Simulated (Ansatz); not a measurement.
# A basis-limit estimate, worked out

An elementary step of BSiH$_{5}$Cl$_{2}$O, singlet (BHCl₂ ([Cl][BH][Cl]) + SiH₄O ([OH][SiH3]) → BSiH₃Cl₂O ([SiH3][O][B]([Cl])[Cl]) + H₂; B–H, H–O broken or loosened, B–O, H–H formed or tightened). “Start” and “end” are the PBE0-D4/def2-TZVP structures reached by relaxing down either side of its saddle point, with the molecules still in contact.

Ansatz 0.2.0; basis: def2-TZVPP and def2-QZVPP; cores frozen in the correlated methods.

Energies in eV:

| quantity | end | start |
| --- | --- | --- |
| Hartree–Fock, triple zeta (X = 3) | -35663.88278 | -35662.85928 |
| Hartree–Fock, quadruple zeta (X = 4) | -35664.97255 | -35663.93496 |
| MP2 correlation, X = 3 | -23.42939 | -23.68249 |
| MP2 correlation, X = 4 | -25.47750 | -25.75328 |
| CCSD(T) correlation, X = 3 | -26.01554 | -26.26482 |

Question: Work out the step energy at the basis limit: extrapolate Hartree–Fock as E(X) = E∞ + A exp(−7.88 √X) and the MP2 correlation as E(X) = E∞ + B X^−2.97 (the exponents that Neese and Valeev fitted for def2-TZVPP and QZVPP), then add CCSD(T) − MP2 in triple zeta.

Answer: Each step is linear, so take the differences first (end − start): Hartree–Fock -1.02350 (X = 3) and -1.03759 (X = 4); MP2 correlation 0.25310 and 0.27578; CCSD(T) correlation 0.24928.
Two points give E∞ = E(4) + w [E(4) − E(3)], with w = 1/(exp(7.88 (2 − √3)) − 1) = 0.1377 for Hartree–Fock and w = 1/((4/3)^2.97 − 1) = 0.7407 for the correlation.
Hartree–Fock: -1.03759 + 0.1377 × (-0.01409) = -1.0395 eV.
MP2 correlation: 0.27578 + 0.7407 × 0.02268 = 0.2926 eV.
CCSD(T) − MP2: 0.24928 − 0.25310 = -0.0038 eV.
Sum: -1.0395 + 0.2926 + (-0.0038) = -0.7507 eV, or -17.31 kcal/mol. Plain CCSD(T) in triple zeta gives -0.7742 eV, so the larger basis shifts the result by 0.0235 eV.

The T1 diagnostic stays at or below 0.012.

The step is the kind of ligand exchange by which a precursor binds to a hydroxyl group, or is hydrolysed, in atomic layer deposition of oxides.

Labels in which every atom is bracketed show which atoms are joined, not bond orders.

For scale, one of the runs: CCSD(T)/def2-TZVPP, 258 basis functions, launched by `ansatz run in.yaml --threads 8 --pin off --events-out ev --progress --plain --max-ram 19148MiB`. Hardware: 8 CPU threads of an Intel Xeon Platinum 8259CL, shared host. Wall time 49 s; peak host memory 5.7 GiB.
